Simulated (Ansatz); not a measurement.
Consider the redistribution: `[OH][Y]([OH])[Cl]` + `[NH2][Ti]([F])([F])[F]` → `[OH][Y]([F])[Cl]` + `[NH2][Ti]([OH])([F])[F]`.

Program: Ansatz. Geometries: PBE0-D4/def2-TZVP. ΔE: electronic, gas phase. CCSD(T)/CBS is the MP2 limit (def2-TZVPP, def2-QZVPP) plus CCSD(T) − MP2 in def2-TZVPP, frozen cores. Functionals use def2-TZVPP. Elements past krypton have def2 core potentials. For Ti, Y outer-core shells are correlated without core-valence functions, which leaves a few kJ/mol of doubt a bond. Scalar relativity is left out up to krypton. Each species was taken in one conformer, which may not be the lowest.

`[OH][Y]([OH])[Cl]`:

Cartesian coordinates in Å:
```
O 0.827 -0.604 -1.508
Y 0.058 -0.296 0.317
O -0.980 1.381 0.676
Cl 0.390 -1.981 2.124
H 1.167 -0.694 -2.393
H -1.463 2.195 0.785
```

`[NH2][Ti]([F])([F])[F]`:

Z-matrix (Å, degrees):
```
Ti
F 1 1.752
F 1 1.761 2 108.5
N 1 1.854 2 107.4 3 119.2
F 1 1.752 2 114.6 3 -121.3
H 4 1.011 1 124.5 2 154.1
H 4 1.011 1 124.4 2 -28.4
```

`[OH][Y]([F])[Cl]`:

Cartesian coordinates in Å:
```
O -0.647 -0.975 -0.860
Y 0.158 0.382 0.358
F -1.054 1.350 1.608
Cl 2.591 0.864 0.330
H -1.048 -1.621 -1.436
```

`[NH2][Ti]([OH])([F])[F]`:

Cartesian coordinates in Å:
```
N 0.606 0.282 1.236
Ti -0.296 0.274 -0.393
O -0.404 -1.420 -0.901
F -1.881 1.031 -0.194
F 0.574 1.265 -1.568
H 0.770 1.107 1.796
H 0.975 -0.543 1.687
H -0.345 -1.995 -1.663
```

```json
{"level": "BLYP-D4", "ΔE (eV)": "-0.11"}
{"level": "B2PLYP", "ΔE (eV)": "-0.08"}
{"level": "revPBE", "ΔE (eV)": "-0.09"}
{"level": "r2SCAN", "ΔE (eV)": "-0.08"}
{"level": "HF/def2-SVP", "ΔE (eV)": "-0.18"}
{"level": "MP2/def2-QZVPP", "ΔE (eV)": "-0.10"}
{"level": "SCS-MP2/def2-QZVPP", "ΔE (eV)": "-0.10"}
{"level": "MP2/CBS(def2)", "ΔE (eV)": "-0.13"}
```

(1) What does CCSD(T)/CBS give? (An estimate is asked.)

(2) What do rigid-rotor, harmonic-oscillator terms from PBE0-D4/def2-TZVP frequencies (298.15 K, 1 bar) make of the CCSD(T)/CBS value? (Estimate.)

Largest T1 diagnostic among the species: 0.024, so the coupled-cluster value is less sure than usual.

Answers

(1) Computed: -0.13 eV. The listed levels differ from it by 0.02, 0.05, 0.04, 0.05, -0.05, 0.03, 0.03, 0.00 eV.

(2) The calculation gave: ΔZPE = -0.01 eV, ΔH = -0.14 eV, ΔS = 3 J/(mol·K), ΔG = -0.15 eV. Modes under 50 cm⁻¹ make the entropy rough.

Leaving LDA and LC-ωPBE aside and taking each functional with its dispersion term where it has one, the values, not all of them listed here, spread over 0.04 eV, from revPBE-D4 to B97M-V.
